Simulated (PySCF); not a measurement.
C₅H₉N, SMILES C[C@H](C#C)CN.

Coordinates come from a PBE0-D3(BJ)/def2-SVP optimisation. The structure was generated by enumeration; whether it is a known compound was not checked. One conformer was computed; it need not be the lowest.

The numbers are results of HF/def2-TZVP (PySCF), not measurements.

The molecule is in vacuum.

Computed frontier levels, gap, dipole moment and polarisability:
| Property | Result |
|---|---|
| highest occupied level | -10.30 eV |
| lowest empty level | 3.56 eV |
| orbital gap | 13.86 eV |
| dipole moment | 0.260 e·Å |
| quadrupole, principal values (traceless, Buckingham form, about the centre of nuclear charge) | -7.53, 1.79, 5.74 D·Å |
| mean static polarisability | 63.0 bohr³ (9.33 Å³) |
| polarisability, principal values | 52.9, 58.0, 78.0 bohr³ |
